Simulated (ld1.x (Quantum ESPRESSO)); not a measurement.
**Logarithmic derivatives: sulfur, PAW**

| Property | Result |
| --- | --- |
| Element | S (Z = 16) |
| Generator | ld1.x (Quantum ESPRESSO) 7.5 |
| Type | PAW |
| Functional | PBE |
| Relativity | scalar-relativistic |
| Frozen core | [Ne] |
| Valence charge | 6 |
| Reference configuration | 3s2 3p3 (charge +1) |
| Partial waves | 3s (bound): rcut 1.15, rcutus 1.25 bohr; 3s channel at -0.4 Ry: rcut 1.15, rcutus 1.25 bohr; 3p (bound): rcut 1.45, rcutus 1.70 bohr; 3p channel at 3.75 Ry: rcut 1.45, rcutus 1.70 bohr; 3d channel at 0.15 Ry: rcut 0.90, rcutus 1.25 bohr |
| Local potential | all-electron potential smoothed inside 0.95 bohr (lloc = -2) |
| Core correction | a·sin(br)/r model core, default radius (core density twice the valence density) |
| Augmentation charge | PSQ, inside the norm-conserving radii |

The phase is arctan(r·u′/u) with u = r·R(r), unwrapped; energies in Ry, scanned from -4 to 5 Ry. A pole is an energy at which the radial function vanishes at the test radius. The pseudo phase is shifted by a multiple of π to meet the all-electron one at the reference energy, and phase errors are pseudo minus all-electron; the curves can meet again beyond the range given. Levels narrower than the energy grid can be missing from the lists of poles. n/a: not evaluated, since a narrow level or a reset projector energy made the automatic matching unsafe.

For each channel, where are the poles, and over which energies does the pseudopotential scatter like the atom?

```csv
channel,radius (bohr),reference energy (Ry),"poles, all-electron","poles, pseudo",unbroken range about the reference energy with phases within 0.05 rad,phase error 1 Ry above the reference energy (rad)
s,1.86,-2.03,0.30,0.30,n/a,n/a
p,1.86,-1.23,1.49,1.49,the whole range,-0.000
d,1.86,0.15,2.65,2.67,the whole range,+0.001
```

Phases in the p channel:

```csv
E (Ry),all-electron,pseudo
-4.00,1.178,1.177
-3.76,1.151,1.151
-3.52,1.119,1.119
-3.28,1.080,1.080
-3.04,1.031,1.030
-2.80,0.968,0.967
-2.56,0.883,0.883
-2.32,0.767,0.766
-2.08,0.601,0.601
-1.84,0.363,0.363
-1.60,0.039,0.038
-1.36,-0.333,-0.333
-1.12,-0.666,-0.666
-0.88,-0.914,-0.914
-0.64,-1.087,-1.087
-0.40,-1.209,-1.209
-0.16,-1.298,-1.298
0.08,-1.365,-1.365
0.32,-1.417,-1.417
0.56,-1.459,-1.459
0.80,-1.494,-1.494
1.04,-1.524,-1.524
1.28,-1.550,-1.550
1.52,-1.573,-1.574
1.76,-1.595,-1.595
2.00,-1.614,-1.614
2.24,-1.633,-1.633
2.48,-1.650,-1.650
2.72,-1.667,-1.667
2.96,-1.684,-1.685
3.20,-1.702,-1.702
3.44,-1.719,-1.719
3.68,-1.737,-1.737
3.92,-1.756,-1.756
4.16,-1.777,-1.777
4.40,-1.800,-1.800
4.64,-1.825,-1.825
4.88,-1.853,-1.853
```
